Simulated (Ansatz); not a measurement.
Consider the hydrogenolysis of a Li–C bond: `[Li][c]1ccccc1` + H₂ → `[LiH]` + `c1ccccc1`.

Gas-phase electronic energies from Ansatz, PBE0-D4/def2-TZVP geometries. CCSD(T)/CBS adds triple-zeta CCSD(T) − MP2 to the extrapolated MP2 energy (def2 sets, frozen cores). This one scheme is used for every species. Functionals use def2-TZVPP. B3LYP here is the variant with VWN-RPA as its local correlation; programs differ in this. HSE06 is defined as in plane-wave codes. For Li outer-core shells are correlated without core-valence functions, which leaves a few kJ/mol of doubt a bond.

`[Li][c]1ccccc1`:

```xyz
12

Li    0.974    3.068   -0.889
C     0.403    1.270   -0.368
C    -0.536    1.032    0.652
C    -0.950   -0.240    1.032
C    -0.430   -1.356    0.393
C     0.500   -1.178   -0.621
C     0.896    0.105   -0.981
H    -0.977    1.873    1.189
H    -1.679   -0.363    1.828
H    -0.746   -2.353    0.681
H     0.915   -2.043   -1.131
H     1.630    0.184   -1.785
```

H₂:

```xyz
2

H    -0.124    0.312    0.163
H     0.124   -0.312   -0.163
```

`[LiH]`:

Cartesian coordinates in Å:
```
Li -0.301 0.626 -0.395
H 0.301 -0.626 0.395
```

`c1ccccc1`:

Z-matrix (Å, degrees):
```
C
C 1 1.387
C 1 1.388 2 120.0
H 1 1.084 2 120.0 3 -180.0
C 2 1.387 1 120.0 3 -0.0
H 2 1.084 1 120.0 3 180.0
C 3 1.387 1 120.0 2 0.0
H 3 1.084 1 120.0 2 180.0
C 5 1.388 2 120.0 1 0.0
H 5 1.084 2 120.0 1 180.0
H 7 1.084 3 120.0 1 180.0
H 9 1.084 5 120.0 2 180.0
```

```csv
level,ΔE (kJ/mol),difference from CCSD(T)/CBS
LDA (SPW92),-40.9,-12.0
PBE-D4,-32.7,-3.8
revPBE-D4,-29.5,-0.6
BLYP-D4,-32.6,-3.7
r2SCAN-D4,-34.9,-6.0
B97M-V,-62.4,-33.5
PBE0-D4,-37.9,-9.0
B3LYP-D4,-37.6,-8.7
r2SCANh-D4,-36.2,-7.3
r2SCAN0-D4,-38.2,-9.3
HSE06-D4,-37.4,-8.5
BHLYP-D4,-44.4,-15.5
CAM-B3LYP-D4,-44.1,-15.2
ωB97X-V,-41.0,-12.1
ωB97M-V,-39.6,-10.7
B2PLYP,-34.0,-5.1
PBE,-34.9,-6.0
revPBE,-34.2,-5.3
BLYP,-37.2,-8.3
r2SCAN,-35.5,-6.6
PBE0,-39.9,-11.0
B3LYP,-41.2,-12.3
r2SCAN0,-38.9,-10.0
HSE06,-39.3,-10.4
BHLYP,-47.6,-18.7
CAM-B3LYP,-46.2,-17.3
LC-ωPBE,-43.6,-14.7
HF/def2-SVP,-63.8,-34.9
MP2/def2-SVP,-30.2,-1.3
CCSD/def2-SVP,-39.1,-10.2
CCSD(T)/def2-SVP,-34.8,-5.9
HF/def2-TZVPP,-60.8,-31.9
MP2/def2-TZVPP,-20.6,8.3
SCS-MP2/def2-TZVPP,-27.4,1.5
CCSD/def2-TZVPP,-36.2,-7.3
HF/def2-QZVPP,-61.0,-32.1
MP2/def2-QZVPP,-20.2,8.7
SCS-MP2/def2-QZVPP,-27.4,1.5
HF/CBS(def2),-61.0,-32.1
MP2/CBS(def2),-19.8,9.1
CCSD(T)/CBS,-28.9,0
```

Largest T1 diagnostic among the species: 0.011.

The D4 term adds +3.6 kJ/mol with B3LYP and +2.0 kJ/mol with PBE0; it sums over pairs of atoms, weighted by their polarisabilities, and B3LYP, whose exchange is more repulsive, gets the larger term. In def2-TZVPP, CCSD(T) changes the Hartree–Fock value by +31.1 kJ/mol (the triples alone add +6.6 kJ/mol) and MP2 by +40.2 kJ/mol.
